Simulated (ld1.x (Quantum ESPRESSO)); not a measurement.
# Transferability test, TM potential for ruthenium (Ru)

ld1.x (Quantum ESPRESSO) 7.5 input, shortened:

```
&input
   title='Ru', zed=44., rel=1, dft='PBE', iswitch=3,
   config='[Kr] 4d6 5s0 5p0'
 /
 &inputp
   pseudotype=2, tm=.true., lloc=1,
   nlcc=.false.
 /
3
4S  1  0   2.00   0.00  1.45  1.45  0.0
4D  3  2   6.00   0.00  1.30  1.30  0.0
4P  2  1   6.00   0.00  1.75  1.75  0.0
 &test
   configts(1)='4s2 4p6 4d6 5s0 5p0'
 /
```

Energies are relative to the spin-unpolarised reference configuration 4s2 4p6 4d6 5s0 5p0; without spin polarisation the order of configurations can differ from experiment. The frozen-core shift is the all-electron ΔE with the core orbitals held at their reference shape minus the fully relaxed ΔE.

```tsv
valence configuration	charge	ΔE all-electron (eV)	error AE − PS (meV)	frozen-core shift (meV)
4s2 4p6 4d7 5s1 5p0	0	-25.479	+349	-0.1
4s2 4p6 4d7 5s0 5p0	+1	-18.186	+8.6	+1.7
4s2 4p6 4d4 5s0 5p0	+4	75.135	+67	+1.9
4s2 4p6 4d6 5s2 5p0	0	-23.778	+831	-3.6
4s2 4p6 4d6 5s1 5p1	0	-19.825	+569	-3.0
```

(1) What are ΔE and the potential's error for 4s2 4p6 4d7 5s0 5p1?

(2) What are ΔE and the potential's error for 4s2 4p6 4d5 5s0 5p0?

Levels in the configuration 4s2 4p6 4d7 5s0 5p0:

```csv
level,all-electron (eV),pseudo (eV)
4s,-83.773,-83.817
4p,-53.853,-53.884
4d,-12.543,-12.556
```

Results:

(1) ΔE = -22.017 eV all-electron; the error (AE − PS) is +89 meV.

(2) ΔE = 30.623 eV all-electron; the error (AE − PS) is +13 meV.

A variational frozen-core shift is positive and of second order in the change. This column holds negative values, so the frozen-core run of ld1.x carries numerical noise or an error of first order here, and the column gives no more than the rough size of the effect.
